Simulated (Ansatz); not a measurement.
Total energies of C2H9GaGeO (`[CH3][Ga]([CH3])[O][GeH3]`).

```xyz
14

C     0.551   -1.790   -0.437
Ga   -0.281   -0.019   -0.619
C    -1.299    0.762   -2.096
O    -0.101    1.099    0.777
Ge    0.696    0.935    2.340
H     0.401   -2.402   -1.327
H     1.625   -1.687   -0.261
H     0.131   -2.317    0.424
H    -0.679    0.836   -2.993
H    -2.160    0.138   -2.347
H    -1.650    1.759   -1.828
H    -0.303    1.359    3.431
H     1.932    1.855    2.362
H     1.137   -0.528    2.572
```

Total charge 0; spin multiplicity 1. Correlated methods include outer-core shells of Ga, Ge, which these sets cover unevenly. Scalar relativity is left out up to krypton. Geometry: relaxed with PBE0-D4/def2-TZVP. It is one conformer, not always the lowest. Basis def2-TZVPP, Ansatz 0.2.0.

RPA on PBE orbitals: Hartree–Fock energy of these orbitals -4154.48161 Eh, correlation -1.75739 Eh (frozen core).

```
 functional  energy without D4 (Eh)  D4 term (kJ/mol)
LDA (SPW92)             -4151.30618                 –
     revPBE             -4158.46913             -78.2
       BLYP             -4158.88004             -61.2
     r2SCAN             -4158.71988              -7.4
     B97M-V             -4158.05250                 –
       PBE0             -4158.12554             -24.8
      B3LYP             -4158.93370             -46.4
    r2SCANh             -4158.69360              -7.9
    r2SCAN0             -4158.65647              -8.8
    LC-ωPBE             -4158.21714                 –
    ωB97X-V             -4158.41386                 –
    ωB97M-V             -4158.52304                 –
     B2PLYP             -4157.96654                 –
   PBE-QIDH             -4157.44815                 –
```

Q: Give the same for PBE, HSE06 (plane-wave form), BHLYP, CAM-B3LYP. (An estimate is asked.)

A: Ansatz gave: 
```json
{"functional": "PBE", "energy without D4 (Eh)": "-4158.01209", "D4 term (kJ/mol)": "-28.8"}
{"functional": "HSE06 (plane-wave form)", "energy without D4 (Eh)": "-4158.11651", "D4 term (kJ/mol)": "-23.4"}
{"functional": "BHLYP", "energy without D4 (Eh)": "-4158.68964", "D4 term (kJ/mol)": "-38.8"}
{"functional": "CAM-B3LYP", "energy without D4 (Eh)": "-4158.99461", "D4 term (kJ/mol)": "-25.6"}
```

B3LYP takes the VWN-RPA correlation (the form of Gaussian; ORCA's B3LYP/G). HSE06 is the plane-wave form, built on full-range PBE exchange. The double hybrids freeze the cores in their second-order part.

LC-ωPBE has ω = 0.4 bohr⁻¹.
